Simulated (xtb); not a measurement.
xtb input (GFN1-xTB):

```bash
xtb mol.xyz --gfn 1 --sp --chrg 0 --uhf 0
```
mol.xyz:
```
10

O      2.65607536    -0.88202575     0.07635405
C      1.32285425    -0.57983613     0.04520561
C      0.29087833    -1.57274331     0.08374857
C     -0.97161165    -1.07821855     0.04361136
Se    -0.97974125     0.78579565    -0.05167940
C      0.88865863     0.70630574    -0.02559565
H      2.76715103    -1.83695979     0.12643173
H      0.50545347    -2.63318871     0.14043471
H     -1.89269858    -1.63644623     0.06126243
H      1.49801646     1.59270197    -0.06368082
```

End of the output:

```
         :::::::::::::::::::::::::::::::::::::::::::::::::::::
         ::                     SUMMARY                     ::
         :::::::::::::::::::::::::::::::::::::::::::::::::::::
         :: total energy             -18.628332912851 Eh    ::
         :: gradient norm              0.018440679157 Eh/a0 ::
         :: HOMO-LUMO gap              3.615255257660 eV    ::
         ::.................................................::
         :: SCC energy               -18.827648223543 Eh    ::
         :: -> electrostatic           0.040521363156 Eh    ::
         :: repulsion energy           0.203458402279 Eh    ::
         :: dispersion energy         -0.004143091586 Eh    ::
         :: halogen bond corr.         0.000000000000 Eh    ::
         :: add. restraining           0.000000000000 Eh    ::
         :: total charge              -0.000000000000 e     ::
         :::::::::::::::::::::::::::::::::::::::::::::::::::::

           -------------------------------------------------
          |                Property Printout                |
           -------------------------------------------------

    * Orbital Energies and Occupations

         #    Occupation            Energy/Eh            Energy/eV
      -------------------------------------------------------------
         1        2.0000           -0.9143989             -24.8821
       ...           ...                  ...                  ...
         4        2.0000           -0.6501497             -17.6915
         5        2.0000           -0.6137597             -16.7013
         6        2.0000           -0.6103730             -16.6091
         7        2.0000           -0.5721036             -15.5677
         8        2.0000           -0.5630261             -15.3207
         9        2.0000           -0.5595294             -15.2256
        10        2.0000           -0.5200054             -14.1501
        11        2.0000           -0.4892498             -13.3132
        12        2.0000           -0.4815660             -13.1041
        13        2.0000           -0.4809356             -13.0869
        14        2.0000           -0.4682080             -12.7406
        15        2.0000           -0.4134454             -11.2504
        16        2.0000           -0.3940387             -10.7223 (HOMO)
Note: The following floating-point exceptions are signalling: IEEE_DENORMAL
normal termination of xtb
        17                         -0.2611805              -7.1071 (LUMO)
        18                         -0.2187592              -5.9527
        19                         -0.1792462              -4.8775
        20                         -0.1559170              -4.2427
        21                         -0.1232207              -3.3530
        22                         -0.0916362              -2.4935
        23                         -0.0767962              -2.0897
        24                         -0.0699063              -1.9022
        25                         -0.0417764              -1.1368
        26                         -0.0259291              -0.7056
        27                         -0.0250458              -0.6815
       ...                                ...                  ...
        37                          0.6669804              18.1495
      -------------------------------------------------------------
                  HL-Gap            0.1328582 Eh            3.6153 eV
             Fermi-level           -0.3276096 Eh           -8.9147 eV

  Mulliken/CM5 charges         n(s)   n(p)   n(d)
     1O    -0.52654 -0.72519   1.688  4.839  0.000
     2C     0.23547  0.24696   1.013  2.752  0.000
     3C    -0.11292 -0.16541   1.060  3.053  0.000
     4C    -0.05279 -0.11115   1.080  2.973  0.000
     5Se    0.11231  0.11870   1.946  3.972 -0.030
     6C    -0.11683 -0.17021   1.071  3.046  0.000
     7H     0.34840  0.52243   0.652  0.000  0.000
     8H     0.03227  0.08953   0.968  0.000  0.000
     9H     0.03293  0.08876   0.967  0.000  0.000
    10H     0.04770  0.10559   0.952  0.000  0.000

Wiberg/Mayer (AO) data.
largest (>0.10) Wiberg bond orders for each atom

 ---------------------------------------------------------------------------
     #   Z sym  total        # sym  WBO       # sym  WBO       # sym  WBO
 ---------------------------------------------------------------------------
     1   8 O    2.023 --     2 C    1.017     7 H    0.871
     2   6 C    3.907 --     6 C    1.615     3 C    1.207     1 O    1.017
     3   6 C    3.985 --     4 C    1.683     2 C    1.207     8 H    0.967
     4   6 C    3.974 --     3 C    1.683     5 Se   1.150     9 H    0.985
                             6 C    0.130
     5  34 Se   2.434 --     4 C    1.150     6 C    1.125
     6   6 C    3.948 --     2 C    1.615     5 Se   1.125    10 H    0.982
                             4 C    0.130
     7   1 H    0.891 --     1 O    0.871
     8   1 H    1.000 --     3 C    0.967
     9   1 H    1.002 --     4 C    0.985
    10   1 H    0.998 --     6 C    0.982
 ---------------------------------------------------------------------------

Topologies differ in total number of bonds
Writing topology from bond orders to xtbtopo.mol

 dipole moment from electron density (au)
     X       Y       Z
  -0.5490  -0.6281   0.0256  total (Debye):    2.121

           -------------------------------------------------
          | TOTAL ENERGY              -18.628332912851 Eh   |
          | GRADIENT NORM               0.018440679157 Eh/α |
          | HOMO-LUMO GAP               3.615255257660 eV   |
           -------------------------------------------------

------------------------------------------------------------------------
------------------------------------------------------------------------
 total:
 SCF:
```
